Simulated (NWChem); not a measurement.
System: iodobenzene (C₆H₅I); SMILES Ic1ccccc1

Program: NWChem. Structure relaxed at the PBE0/def2-SVP (def2 core potentials past Kr) level. No frequency run checked for a minimum.

### Question
Predict the results for TPSS/STO-3G (all-electron, non-relativistic). Quantities: highest occupied level (eV); orbital gap (eV); dipole (D).

### Answer
```json
{
  "highest occupied level (eV)": "-3.79",
  "orbital gap (eV)": "5.15",
  "dipole (D)": "1.37"
}
```
